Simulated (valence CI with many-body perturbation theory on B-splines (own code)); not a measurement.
The numbers below are computed, except where a source is named.
**Energy levels of Lu XL**

Level of theory: configuration interaction combined with many-body perturbation theory (CI+MBPT): four valence electrons over a frozen Dirac-Fock core [Ar] 3d10, radial functions for each j: 11 s, 11 p, 10 d, 8 f, 5 g, 2 h, with the one-electron correlation potential Σ1 (screened to all orders), the two-electron term Σ2, the three-electron term Σ3, Breit, model QED; selected single and double excitations, second order for the rest, scaled by the run's own slope (own B-spline code, finite nucleus).

The last digits are not significant, and no measured levels were compared; by estimate large intervals hold to a few tenths of a per cent, small ones and those within an open d or f shell to about a per cent. Among the levels kept, up to 380 cm⁻¹ of a level comes from second order outside the variational space, and about a tenth of that is noise between levels of different J, which matters for small intervals.

Levels 181 to 189 of 189, with energies above the lowest level, (4s^2 4p1/2^2) J=0. "Leading %" is the weight of the configuration and term that name the level; weights of strongly mixed levels are sums over their largest components and can fall short. In the jj column 3d3/2^4 stands for four electrons in 3d with j = 3/2.

| No. | Configuration | Term | J | E (× 10³ cm⁻¹) | Leading % | g | Second component | Leading jj |
| --- | --- | --- | --- | --- | --- | --- | --- | --- |
| 181 | 4p³4d | ¹P° | 1 | 4635.5 | 24 | 1.240 | 17 % 4s4p4d² ³P° | 4p1/2 4p3/2^2 4d5/2 (48 %) |
| 182 | 4s4p²4f | ³D° | 2 | 4650.6 | 16 | 1.094 | 11 % 4s4p²4f ³F° | 4s 4p1/2 4p3/2 4f7/2 (43 %) |
| 183 | 4s4p²4f | ³G° | 4 | 4652.8 | 18 | 1.091 | 9 % 4s4p²4f ³F° | 4s 4p1/2 4p3/2 4f7/2 (42 %) |
| 184 | 4p³4d | ³P° | 1 | 4658.8 | 38 | 1.161 | 10 % 4p³4d ³S° | 4p1/2 4p3/2^2 4d3/2 (56 %) |
| 185 | 4s4p²4f | ¹D° | 2 | 4660.9 | 17 | 1.039 | 14 % 4p³4d ³P° | 4s 4p1/2 4p3/2 4f5/2 (48 %) |
| 186 | 4s4p²4f | ¹H° | 5 | 4665.2 | 39 | 1.096 | 25 % 4s4p²4f ³G° | 4s 4p1/2 4p3/2 4f7/2 (36 %) |
| 187 | 4s4p²4f | ³F° | 2 | 4677.2 | 19 | 1.019 | 13 % 4p³4d ³P° | 4p1/2 4p3/2^2 4d5/2 (25 %) |
| 188 | 4p³4d | ³D° | 3 | 4677.8 | 21 | 1.145 | 9 % 4p³4d ³F° | 4p1/2 4p3/2^2 4d5/2 (38 %) |
| 189 | 4s4p²4f | ³F° | 4 | 4686.4 | 24 | 1.115 | 10 % 4p³4d ¹G° | 4s 4p1/2 4p3/2 4f7/2 (26 %) |

Where two levels of one J and parity lie close, their mixing, g and order are uncertain.
